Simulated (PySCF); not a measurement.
A small calculation by hand: entropy of an ideal gas

Si(H)2(Me)(NH2) (CH₇NSi), SMILES [SiH2](N)C.

Coordinates come from a PBE0-D3(BJ)/def2-SVP optimisation. One conformer was computed; it need not be the lowest.

PySCF with PBE0-D3(BJ)/def2-SVP gives the harmonic wavenumbers 162, 180, 231, 367, 464, 658, 664, 746, 848, 891, 911, 924, 944, 1259, 1428, 1430, 1546, 2219, 2219, 3049, 3154, 3157, 3612, 3711 cm⁻¹ and the rotational temperatures 0.9215, 0.2843, 0.2436 K. The molar mass is 61.16 g/mol, the symmetry number 1, the spin multiplicity 1.

Question: Work out the entropy at 298.15 K and 1 atm in the rigid-rotor, harmonic-oscillator model.

Answer: 
Translation (Sackur–Tetrode at 1 atm): S = R[1.5 ln M + 2.5 ln T − 1.16487] = 160.0 J/(mol K).
Rotation: q = (√π/σ) T^1.5/√(θA θB θC) = 36100, S = R[ln q + 3/2] = 99.7 J/(mol K).
Vibration: with u = 1.4388 ν/T, each mode gives R[u/(e^u − 1) − ln(1 − e^−u)]:
```tsv
ν (cm⁻¹)	modes	u	S (J/(mol K))
162	1	0.78	10.57
180	1	0.87	9.74
231	1	1.11	7.83
367	1	1.77	4.57
464	1	2.24	3.16
658	1	3.18	1.51
664	1	3.20	1.47
746	1	3.60	1.07
848	1	4.09	0.72
891	1	4.30	0.61
911	1	4.40	0.56
924	1	4.46	0.53
944	1	4.56	0.49
1259	1	6.08	0.14
1428	1	6.89	0.07
1430	1	6.90	0.07
1546	1	7.46	0.04
```
The stiffer modes add less than 0.005 each. Sum 43.1 J/(mol K).
Spin: R ln 1 = 0.0 J/(mol K).
Total 302.9 J/(mol K); the program's own thermochemistry gives 303.0. Translation makes up 53 % and vibration 14 %. Anharmonicity, hindered rotation and orbital degeneracy are left out.
